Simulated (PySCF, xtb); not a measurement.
CdFI, SMILES [F][Cd][I].

xtb 6.7.1 with GFN2-xTB at its own geometry gives an orbital gap of 3.36 eV and a dipole moment of 5.93 D.

Geometry: r2SCAN-D4/def2-TZVP. The def2 effective core potentials stand for the cores of Cd, I; spin–orbit coupling is left out.

**Question.** What does PBE0/def2-TZVPD run with PySCF give? (An estimate is asked for; the answer gives what the named calculation found.)

**Answer.** gap 5.67 eV (levels -8.06 and -2.39 eV), dipole 1.57 D.
